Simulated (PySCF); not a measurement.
A PySCF script (with the pyscf-properties extension) for the NMR shieldings of `N#C[SiH2]CNCCN`, C4H11N3Si, on a GFN2-xTB geometry:

```python
import basis_set_exchange as bse
import numpy as np
from pyscf import gto, dft
from pyscf.prop import nmr

atoms = """
N    -2.422070    0.785544   -2.355888
C    -2.431652    0.096717   -1.439817
Si   -2.380418   -0.985920    0.081392
C    -1.318528   -0.020440    1.368330
N    -0.179777    0.735317    0.877725
C     0.807168   -0.061407    0.185551
C     1.981187    0.817405   -0.271412
N     3.088101    0.091747   -0.860741
H    -1.788565   -2.256166   -0.344733
H    -3.753088   -1.139951    0.557755
H    -1.958939    0.685304    1.904920
H    -0.938736   -0.724877    2.115801
H    -0.496087    1.486737    0.271454
H     1.170548   -0.821247    0.888346
H     0.385016   -0.590027   -0.693410
H     1.623533    1.538739   -1.011576
H     2.359003    1.373398    0.589967
H     2.776676   -0.427089   -1.675469
H     3.466824   -0.574531   -0.195656
"""
names = dict.fromkeys(["N", "C", "Si", "H"], "pcSseg-1")
basis = {el: gto.basis.parse(bse.get_basis(n, elements=[el], fmt="nwchem")) for el, n in names.items()}
mol = gto.M(atom=atoms, basis=basis, charge=0, verbose=0)
mf = dft.RKS(mol, xc="PBE0")
mf.grids.level = 2
mf.grids.alignment = dft.numint.BLKSIZE   # the property module wants whole blocks of grid points
mf.conv_tol = 1e-9
mf.kernel()

calc = nmr.RKS(mf)   # GIAO
C = mf.mo_coeff
Co = C[:, mf.mo_occ > 0]
resp = mf.gen_response(singlet=True, hermi=2)
def vind(x):   # induced exchange potential for any number of trial vectors
    d = np.einsum("pi,xij,qj->xpq", C, 2 * x.reshape(-1, C.shape[1], Co.shape[1]), Co, optimize=True)
    return np.einsum("xpq,pi,qj->xij", resp(d - d.transpose(0, 2, 1)), C, Co, optimize=True).ravel()
mo1, _ = nmr.rhf.solve_mo1(calc, with_cphf=vind)
sigma = calc.kernel(mo1)
for i, s in enumerate(sigma):   # ppm
    print("%2d %-2s %9.2f" % (i, mol.atom_pure_symbol(i), np.trace(s) / 3))
```

Question: Give the expected output.

Answer: 
```
 0 N    -101.53
 1 C      63.72
 2 Si    420.98
 3 C     150.41
 4 N     224.53
 5 C     123.76
 6 C     138.27
 7 N     232.57
 8 H      26.88
 9 H      27.58
10 H      28.48
11 H      29.11
12 H      31.27
13 H      29.54
14 H      28.83
15 H      28.87
16 H      28.64
17 H      31.03
18 H      31.25
```

These numbers come from an equivalent density-fitted implementation of the same equations, which agrees with the script to about 0.01 ppm for H and up to a few tenths of a ppm for heavy atoms, so last digits may differ.

Question: Turn these shieldings into chemical shifts. Shifts are taken against calculated references (same method and geometry level): 15N (σref 267.73) vs NH3; 13C (σref 186.93) and 29Si (σref 349.16) and 1H (σref 31.72) vs TMS.

Answer: Averaging equivalent atoms: N 0: 369.3; N 4: 43.2; N 7: 35.2; C 1: 123.2; C 5: 63.2; C 6: 48.7; C 3: 36.5; Si 2: -71.8; H 8/9: 4.49; H 15/16: 2.96; H 10/11: 2.92; H 13/14: 2.53; H 17/18: 0.58; H 12: 0.44 ppm. Experimental scales use liquid or dissolved standards, which lie at an offset from isolated NH3 (liquid NH3: subtract about 20 ppm). Unscaled 15N shifts of sp2 nitrogen come out 20 to 40 ppm too high even then.

Size and cost of the density-fitted run: 198 basis functions, 36 s wall time on 1 thread of an Arm Neoverse V1, shared host; peak memory 0.91 GiB.
